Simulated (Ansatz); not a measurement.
Input file for Ansatz (an electronic-structure program): R-B3LYP/def2-TZVPP on C2H4 (SMILES C=C).

Ansatz 0.2 input:
```yaml
crystal:
  periodic: [false, false, false]
  atoms:
    - {symbol: C, position_ang: [-0.66112664, -0.03924660, -0.00466731]}
    - {symbol: C, position_ang: [0.66112664, 0.03924660, 0.00466731]}
    - {symbol: H, position_ang: [-1.28478287, 0.83544969, 0.13534147]}
    - {symbol: H, position_ang: [-1.17489083, -0.98146548, -0.15269761]}
    - {symbol: H, position_ang: [1.28478287, -0.83544969, -0.13534147]}
    - {symbol: H, position_ang: [1.17489083, 0.98146548, 0.15269762]}
basis:
  gaussian:
    orbitals: def2-TZVPP
hamiltonian:
  xc: {name: B3LYP}
scf: {lower_state_search: off}
```

Output:

```
WARN ansatz: RAYON_NUM_THREADS=4 ignored (pool sized by the plan → 4); use --threads N
Functional definition: B3LYP
these checks for a lower state are left out or cut short: stability, starts, cluster_reference, orbital_swaps, neighbouring_geometries, increment
integrals: 0.02 GiB planned
596 factors; their error is unknown
mean field: 0.30 GiB planned
mean field evaluation 1: about -2133.5579 eV, gradient 5.0e1 eV
mean field evaluation 2: about -2131.1006 eV, gradient 5.7e1 eV
mean field evaluation 4: about -2139.5075 eV, gradient 3.5e-1 eV
mean field evaluation 8: about -2139.5047 eV, gradient 1.5e-3 eV
mean field -2139.50466930 eV, -78.6253463883 hartree, gradient 5.7e-7 eV, S^2 0.000000; 0 other end points of the search recorded, 0 dependent functions left out
reference -2139.50486622 eV, -78.6253536253 hartree; 8, 8 occupied and 110, 110 virtual orbitals, 596 factors
Total energy: -2139.50486622 eV, -78.6253536253 hartree
Checks for a lower state left out: stability, starts, cluster_reference, orbital_swaps, neighbouring_geometries, increment
```

Self-consistency was reached.

Cost: around 1.2 core-seconds (rough).
